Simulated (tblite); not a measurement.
Record of a relaxation.

Species: C5H4FS (doublet state).
Numbering: `[CH2:1]=[CH:2][C:3](=[C:4]=[S:5])[CH:6][F:7]` (hydrogens: H8, H9 on C1; H10 on C2; H11 on C6)
Bond orders are those of one Lewis drawing.

Computed with GFN2-xTB (tblite), gas phase: L-BFGS steps from a force-field or distance-geometry start until the largest atomic force falls under 0.01 eV/Å. 8 of its 66 geometries are shown.

Step 0: E = -558.8277 eV, largest atomic force 8.961 eV/Å
```
atom  x, y, z in Å  |  force x, y, z in eV/Å
C1     -1.604    0.500   -0.894   -0.060   0.223   0.023
C2     -0.536    0.862   -0.196   -0.373   0.019  -0.284
C3      0.464   -0.074    0.356   -0.168  -1.865  -2.455
C4      1.088    0.293    1.429    4.221   2.589   7.469
S5      1.948    0.803    2.941   -3.124  -1.826  -5.407
C6      0.860   -1.284   -0.303   -0.624   0.898   0.438
F7      1.803   -2.082    0.232   -0.152   0.246   0.024
H8     -1.845   -0.526   -1.120    0.062   0.046   0.005
H9     -2.300    1.256   -1.250    0.225  -0.295   0.073
H10    -0.376    1.914    0.029    0.086  -0.291   0.043
H11     0.504   -1.660   -1.248   -0.093   0.256   0.071
```

Step 9: E = -560.0928 eV, largest atomic force 0.103 eV/Å
```
atom  x, y, z in Å  |  force x, y, z in eV/Å
C1     -1.588    0.486   -0.884    0.094   0.024   0.034
C2     -0.520    0.843   -0.188    0.045  -0.030  -0.006
C3      0.505   -0.075    0.346   -0.011  -0.007   0.007
C4      1.130    0.317    1.480    0.067   0.064   0.046
S5      1.843    0.754    2.785   -0.028   0.029   0.033
C6      0.836   -1.258   -0.277   -0.054   0.019  -0.025
F7      1.791   -2.055    0.247   -0.061  -0.007  -0.066
H8     -1.828   -0.534   -1.120    0.059  -0.064   0.000
H9     -2.273    1.235   -1.240   -0.064   0.008  -0.027
H10    -0.352    1.885    0.051   -0.011  -0.021   0.014
H11     0.462   -1.593   -1.225   -0.035  -0.014  -0.011
```

Step 19: E = -560.1089 eV, largest atomic force 0.048 eV/Å
```
atom  x, y, z in Å  |  force x, y, z in eV/Å
C1     -1.551    0.469   -0.882   -0.003   0.007   0.023
C2     -0.503    0.853   -0.170    0.031  -0.017  -0.022
C3      0.524   -0.066    0.355    0.021  -0.009  -0.007
C4      1.185    0.353    1.461   -0.007  -0.004   0.008
S5      1.792    0.792    2.817    0.007   0.008   0.004
C6      0.798   -1.254   -0.285    0.022   0.008  -0.024
F7      1.740   -2.096    0.184   -0.013   0.004   0.015
H8     -1.741   -0.564   -1.119    0.006   0.009   0.000
H9     -2.269    1.184   -1.243    0.004   0.012  -0.009
H10    -0.351    1.893    0.081   -0.044  -0.019   0.005
H11     0.382   -1.562   -1.226   -0.024   0.001   0.008
```

Step 28: E = -560.1097 eV, largest atomic force 0.016 eV/Å
```
atom  x, y, z in Å  |  force x, y, z in eV/Å
C1     -1.548    0.467   -0.882   -0.002   0.002   0.004
C2     -0.500    0.852   -0.171    0.002  -0.001   0.002
C3      0.531   -0.064    0.353   -0.003  -0.006   0.004
C4      1.186    0.351    1.463   -0.002   0.001  -0.001
S5      1.792    0.798    2.818    0.003   0.006  -0.004
C6      0.804   -1.249   -0.292   -0.001  -0.004   0.001
F7      1.733   -2.101    0.184    0.002   0.001   0.001
H8     -1.737   -0.565   -1.122    0.004   0.009  -0.012
H9     -2.265    1.184   -1.242   -0.001  -0.004   0.001
H10    -0.361    1.892    0.087    0.000  -0.002   0.005
H11     0.370   -1.562   -1.222   -0.001  -0.002   0.000
```

Step 37: E = -560.1103 eV, largest atomic force 0.032 eV/Å
```
atom  x, y, z in Å  |  force x, y, z in eV/Å
C1     -1.545    0.472   -0.890    0.025   0.003   0.002
C2     -0.505    0.846   -0.161    0.018  -0.002   0.005
C3      0.531   -0.070    0.354   -0.002  -0.019  -0.002
C4      1.183    0.346    1.465    0.003   0.016  -0.005
S5      1.804    0.831    2.800    0.001  -0.006  -0.007
C6      0.804   -1.256   -0.290   -0.013  -0.011   0.001
F7      1.735   -2.107    0.185   -0.003   0.013  -0.001
H8     -1.719   -0.552   -1.167   -0.013  -0.020   0.005
H9     -2.268    1.191   -1.233    0.001   0.016  -0.011
H10    -0.373    1.880    0.122   -0.026   0.011   0.014
H11     0.357   -1.577   -1.212    0.007  -0.002   0.000
```

Step 46: E = -560.1110 eV, largest atomic force 0.030 eV/Å
```
atom  x, y, z in Å  |  force x, y, z in eV/Å
C1     -1.537    0.478   -0.902    0.008   0.006   0.000
C2     -0.512    0.838   -0.145    0.008  -0.008   0.008
C3      0.528   -0.080    0.356   -0.001  -0.014   0.002
C4      1.186    0.347    1.459    0.005   0.007  -0.007
S5      1.823    0.868    2.773    0.010  -0.009   0.005
C6      0.795   -1.270   -0.282    0.004   0.002  -0.004
F7      1.738   -2.111    0.186   -0.005   0.010   0.005
H8     -1.699   -0.536   -1.218   -0.003  -0.022  -0.005
H9     -2.259    1.205   -1.230   -0.019   0.015  -0.017
H10    -0.403    1.864    0.177   -0.004   0.005   0.004
H11     0.346   -1.599   -1.200   -0.003   0.008   0.009
```

Step 56: E = -560.1114 eV, largest atomic force 0.015 eV/Å
```
atom  x, y, z in Å  |  force x, y, z in eV/Å
C1     -1.531    0.484   -0.919    0.004  -0.007   0.007
C2     -0.525    0.830   -0.131   -0.001   0.001   0.010
C3      0.522   -0.084    0.363    0.008   0.006  -0.006
C4      1.198    0.353    1.452   -0.009   0.006   0.002
S5      1.854    0.882    2.753    0.007  -0.011   0.001
C6      0.790   -1.274   -0.273   -0.012  -0.003   0.000
F7      1.740   -2.110    0.191    0.000   0.010   0.002
H8     -1.679   -0.522   -1.269    0.008  -0.009  -0.006
H9     -2.256    1.212   -1.238    0.003   0.006   0.002
H10    -0.435    1.847    0.225   -0.007   0.010  -0.009
H11     0.328   -1.613   -1.180   -0.002  -0.009  -0.004
```

Step 65: E = -560.1118 eV, largest atomic force 0.008 eV/Å
```
atom  x, y, z in Å  |  force x, y, z in eV/Å
C1     -1.528    0.484   -0.929    0.005   0.006  -0.003
C2     -0.534    0.830   -0.126   -0.004  -0.001   0.006
C3      0.517   -0.078    0.366    0.004   0.001  -0.005
C4      1.204    0.358    1.449   -0.005   0.002   0.000
S5      1.883    0.868    2.745    0.001  -0.001  -0.001
C6      0.783   -1.274   -0.264    0.001  -0.003  -0.003
F7      1.743   -2.100    0.197    0.001  -0.001   0.005
H8     -1.662   -0.518   -1.298    0.003   0.003   0.006
H9     -2.256    1.211   -1.245   -0.005  -0.004  -0.003
H10    -0.459    1.844    0.241    0.001   0.001   0.001
H11     0.315   -1.623   -1.164   -0.002  -0.002  -0.004
```

Q: Summarise the path.

A: The energy falls by 29.61 kcal/mol from step 0 to step 65; nine tenths of that is first reached at step 3. It falls at every step. The largest force goes from 8.961 to 0.008 eV/Å. Among the bonds C4=S5 changes most, from 1.812 to 1.550 Å; the atoms move by 0.155 Å rms after alignment.

What follows is the cost of the whole relaxation. Hardware: one thread of an Intel Xeon 6975P-C, shared host with 192 logical CPUs at a one-minute load of 9.2. Cost: 0.22 s.
